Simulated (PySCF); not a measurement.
# Frontier levels across methods

C2H11AlO2Si.
Atom-mapped SMILES: `[CH3:1][O+:2]([CH3:3])[AlH2-:4][O:5][SiH3:6]` (hydrogens: H7, H8, H9 on C1; H10, H11, H12 on C3; H13, H14 on Al4; H15, H16, H17 on Si6)

Cartesian coordinates in Å at the PBE0-D3(BJ)/def2-SVP level; atoms count from 1:
```xyz
17
C2H11AlO2Si angstrom
C     -1.118   -1.202   -0.188
O     -1.129    0.125    0.317
C     -2.416    0.679    0.534
Al     0.407    1.334   -0.022
O      1.656    0.150    0.187
Si     3.101   -0.582    0.409
H     -1.641   -1.867    0.517
H     -1.604   -1.241   -1.176
H     -0.065   -1.494   -0.270
H     -2.269    1.686    0.943
H     -2.966    0.062    1.261
H     -2.978    0.736   -0.413
H      0.130    1.771   -1.536
H      0.163    2.378    1.162
H      3.750   -0.157    1.691
H      2.913   -2.069    0.465
H      4.053   -0.285   -0.709
```

Basis pcSseg-1 throughout (PySCF), one geometry. One conformer (not necessarily the lowest) at the PBE0-D3(BJ)/def2-SVP geometry, without solvent, vibrations or thermal averaging.

Task: How do the orbital energies, the gap and the dipole change with the method?

Result: 
| method | kind | HOMO (eV) | LUMO (eV) | gap (eV) | μ (D) | SCF cycles |
| --- | --- | --- | --- | --- | --- | --- |
| B97-D | GGA | -6.00 | -0.11 | 5.89 | 5.27 | 15 |
| KT2 | GGA | -6.04 | -0.45 | 5.59 | 5.15 | 16 |
| KT3 | GGA | -6.08 | -0.30 | 5.78 | 5.18 | 15 |
| B97-2 | global hybrid | -7.04 | 0.61 | 7.65 | 5.30 | 14 |
| B3LYP | global hybrid | -7.07 | 0.33 | 7.40 | 5.29 | 14 |
| PBE0 | global hybrid | -7.28 | 0.56 | 7.84 | 5.29 | 14 |
| mPW1PW91 | global hybrid | -7.31 | 0.59 | 7.91 | 5.30 | 14 |
| BHandHLYP | global hybrid | -8.51 | 1.34 | 9.85 | 5.37 | 12 |
| CAM-B3LYP | range-separated hybrid | -8.65 | 1.48 | 10.13 | 5.33 | 13 |
| wB97X-D | range-separated hybrid | -9.17 | 2.32 | 11.49 | 5.33 | 13 |
| LC-wPBE | range-separated hybrid | -10.01 | 2.68 | 12.69 | 5.37 | 13 |

The HOMO spans 4.02 eV, from B97-D down to LC-wPBE, and the gap runs from 5.59 eV (KT2) to 12.69 eV (LC-wPBE). Over the methods B97-D (0 %), KT2 (0 %), KT3 (0 %), B97-2 (21 %), B3LYP (20 %), PBE0 (25 %), mPW1PW91 (25 %), BHandHLYP (50 %), a straight line through the gap against the share of exact exchange rises by 0.83 eV for each 10 % (correlation coefficient 0.997). The dipole ranges from 5.15 D (KT2) to 5.37 D (LC-wPBE). This basis has no diffuse functions.

The vertical ΔSCF ionisation energy at B3LYP/def2-SVPD is 9.18 eV; −ε(HOMO) comes closest to it with wB97X-D (9.17 eV).
